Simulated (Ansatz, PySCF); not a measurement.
System: silanone, sum formula H2SiO, net charge 0, singlet state. 
Geometry from a B3LYP-D3(BJ)/def2-TZVP (Ansatz, an electronic-structure program) optimisation:
```
Si
O 1 1.5195
H 1 1.4808 2 124.04
H 1 1.4808 3 111.91 2 180.00
```

Total electronic energies in hartree. Correlated levels leave the core frozen unless marked. Spin-orbit coupling is left out. No relativistic terms. CBS(X,Y): correlation extrapolated as X^-3; Hartree-Fock from the larger set. [CCSD(T)-MP2]/basis is that difference in the basis named.

```csv
level,program,energy (Eh)
HF/cc-pVTZ,Ansatz,-364.98083
HF/aug-cc-pV(Q+d)Z,Ansatz,-364.99771
r2SCAN-D3(BJ)/def2-TZVPD,Ansatz + dftd3,-365.88220
r2SCAN-D4/def2-TZVPD,Ansatz + dftd4,-365.88214
r2SCAN0-D4/def2-TZVPD,Ansatz + dftd4,-365.86142
MN15/def2-TZVPD,PySCF,-365.76319
"RI-MP2/CBS(cc-pV(T+d)Z,cc-pV(Q+d)Z)",Ansatz,-365.4066
SCS-MP2/6-31G*,Ansatz,-365.17781
CCSD/STO-3G,Ansatz,-360.64744
CCSD/cc-pwCVTZ,Ansatz,-365.36603
CCSD(T)/cc-pVDZ,PySCF,-365.24042
"RI-MP2/CBS(def2-TZVPPD,def2-QZVPPD)+[CCSD(T)-MP2]/def2-TZVPPD",Ansatz,-365.4333
"RI-MP2/CBS(aug-cc-pV(T+d)Z,aug-cc-pV(Q+d)Z)+[CCSD(T)-MP2]/aug-cc-pV(Q+d)Z",Ansatz,-365.4315
"CCSD(T)/CBS(aug-cc-pV(T+d)Z,aug-cc-pV(Q+d)Z)",Ansatz,-365.4298
"CCSD(T)/CBS(cc-pV(T+d)Z,cc-pV(Q+d)Z)",Ansatz,-365.4291
```

Totals of different functionals don't rank their quality; only differences between species are comparable.
